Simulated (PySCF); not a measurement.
Dipole moment and polarisability of `CC(=S)CC(Cl)Cl`

Species: C4H6Cl2S.
Numbering: `[CH3:1][C:2](=[S:3])[CH2:4][CH:5]([Cl:6])[Cl:7]` (hydrogens: H8, H9, H10 on C1; H11, H12 on C4; H13 on C5)

Structure used (GFN2-xTB), in Å, numbered top down from 1:
```
atom  x, y, z in Å
C1    -1.7545   -0.5889    0.0995
C2    -0.7489    0.4999    0.0814
S3    -1.1339    2.0446   -0.2312
C4     0.6833    0.1116    0.3335
C5     1.5015    0.2818   -0.9408
Cl6    3.2248   -0.0176   -0.6203
Cl7    0.9382   -0.8483   -2.1943
H8    -1.4901   -1.3351   -0.6519
H9    -1.7526   -1.0890    1.0690
H10   -2.7494   -0.2039   -0.1060
H11    1.1132    0.7744    1.0888
H12    0.7566   -0.9208    0.6787
H13    1.4075    1.2917   -1.3466
```

Level: B3LYP/def2-SVPD (PySCF), static field, nuclei fixed, core orbitals frozen in the response. The polarisability tensor in these axes (au):

```
x   111.64  -5.88  -0.16
y    -5.88 101.93   2.99
z    -0.16   2.99  82.92
```

Problem. What are the eigenvalues, a third of the trace, and Δα (Δα² = ½Σ(αi − αj)² over the three pairs)?

Solution. Principal values 82.44, 99.57 and 114.48 au; mean 98.83 au = 14.65 Å³ = 16.29 × 10⁻⁴⁰ C²·m²/J; Δα = 27.77 au (28 % of the mean).

Problem. What is the dipole moment, and where does it point?

Solution. (-0.77, -1.35, 1.42) D, 2.11 D in size, pointing from the negative to the positive side. Measured along this direction, the outermost atoms are H13 at the negative end and H9 at the positive end.

Problem. In a dilute gas of rigid molecules at 273 K, how does the orientational term μ²/3kT compare with the electronic polarisability?

Solution. In Gaussian units μ²/3kT = 39.31 Å³ against 14.65 Å³, a ratio of 2.68; the Debye molar polarisation (4π/3)N_A(α + μ²/3kT) is 136.1 cm³/mol, leaving out the vibrational part.

Problem. Find the Langevin capture rate constant for NO+ (29.998 u) meeting this molecule (155.957 u), k = 2.342 × 10⁻⁹ cm³/s × √(α in Å³ / reduced mass in u).

Solution. The reduced mass is 25.16 u, so k = 1.79 × 10⁻⁹ cm³/s. The formula leaves out the permanent dipole, which adds to the capture rate.

Problem. Sum over states: ᾱ = Σ f/ω², ω in Eh. What share falls to these 8 lowest TDDFT singlets (eV, f)? 2.47, 0.0001; 5.16, 0.0098; 5.19, 0.0529; 5.37, 0.0114; 5.57, 0.0853; 5.73, 0.0347; 5.79, 0.0271; 5.96, 0.0506.

Solution. They add up to 6.51 au, 6.6 % of the 98.83 au; the largest single term is 2.04 au, from the state at 5.57 eV. Terms in order: 0.01, 0.27, 1.46, 0.29, 2.04, 0.78, 0.60, 1.06 au. Higher excitations give the rest. The strengths listed sum to 0.272.

Problem. Traceless (Buckingham) quadrupole moment about the centre of nuclear charge: eigenvalues?

Solution. -10.38, 2.12, 8.26 D·Å. The values depend on the origin, since the dipole doesn't vanish. The electronic extent ⟨r²⟩ about the same centre is 1533 bohr², a root-mean-square distance of 2.32 Å for the 80 electrons.

Isolated species at its GFN2-xTB geometry (one conformer only).
